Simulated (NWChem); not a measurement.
# SiPH5O2; SMILES O[SiH](O)P

```xyz
9

Si     0.0019     0.4908     0.3456
O      1.4415     1.0164    -0.2904
O     -1.2909     1.2617    -0.3706
P     -0.0537    -1.7025    -0.1793
H     -0.0800     0.7812     1.8100
H      1.5555     1.9742    -0.3716
H     -1.8661     1.7573     0.2280
H      1.0212    -2.0567     0.6871
H     -1.0563    -2.0148     0.7860
```
Atoms are numbered in this order, from 1.

All runs: NWChem. Structure relaxed at the B3LYP/6-31G* (spherical d) level.

### Question
Taking PBE/pcseg-2 as the yardstick, which of these has the fewest basis functions while keeping “dipole (D)” within 0.05 D of it: PBE/pcseg-1; PBE/def2-SVP; PBE/STO-3G; PBE/aug-pcseg-1?

### Answer
none of them.
```tsv
level	basis functions	dipole (D)	relative time (rough)
PBE/STO-3G	33	2.47	1
PBE/pcseg-1	89	3.19	4
PBE/def2-SVP	89	2.92	3
PBE/aug-pcseg-1	145	2.61	10
PBE/pcseg-2	198	2.78	20
```

The yardstick is one finite set, not the basis-set limit.
